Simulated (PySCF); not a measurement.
C5H5F.

```xyz
11

C     -0.4088     2.5911     0.0000
C     -0.0943     1.3244     0.0000
C      0.1875     0.0346     0.0000
F      1.4669    -0.3706     0.0000
C     -0.8000    -1.0334     0.0000
C     -0.4805    -2.3330     0.0000
H     -0.5447     3.1489    -0.9352
H     -0.5447     3.1489     0.9352
H     -1.8433    -0.7061     0.0000
H      0.5627    -2.6568     0.0000
H     -1.2554    -3.1021     0.0000
```

Geometry: PBE0-D3(BJ)/def2-SVP. The values are those of a single conformer.

Calculation: PBE/pcSseg-1 (PySCF). Non-relativistic, no solvent.

### Question
Give the absolute GIAO shielding of each atom: isotropic value and principal components (ppm). (Estimate from the structure and the level; the computed values follow.)

### Answer

```csv
atom,σ(iso),σ11,σ22,σ33,span
C1,84.5,1.7,91.4,160.4,158.7
C2,-39.5,-75.0,-50.6,7.3,82.3
C3,32.2,-14.7,28.0,83.3,98.1
F4,320.2,243.9,324.8,391.8,148.0
C5,45.5,-63.9,61.2,139.2,203.1
C6,61.5,-41.2,54.8,170.9,212.1
H7,25.2,23.8,24.1,27.8,4.0
H8,25.2,23.8,24.1,27.8,4.0
H9,25.1,23.7,23.9,27.7,4.0
H10,25.5,22.6,24.3,29.5,7.0
H11,25.8,23.5,25.4,28.7,5.1
```
